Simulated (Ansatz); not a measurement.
`C[N]([GeH3])[InH2]` + `BNC=C` → `B[N]([GeH3])C=C` + `C[NH][InH2]`  (ligand exchange at a Ge–N bond)

Isolated molecules relaxed with PBE0-D4/def2-TZVP in Ansatz; ΔE leaves out vibrations. CBS: MP2 limit from def2 TZ/QZ plus the TZ coupled-cluster correction, frozen cores. DFT in def2-TZVPP. def2 core potentials past Kr. For Ge, In outer-core shells are correlated without core-valence functions, which leaves a few kJ/mol of doubt a bond. Scalar relativity is left out up to krypton. One conformer a species, not always the lowest.

```
       level  ΔE (kJ/mol)
      PBE-D4         12.2
HF/CBS(def2)         14.1
```

(1) What does CCSD(T)/CBS give? (Estimate.)

Largest T1 diagnostic among the species: 0.016.

Results:

(1) Ansatz gave: +12.4 kJ/mol. The listed levels differ from it by -0.2, 1.7 kJ/mol.
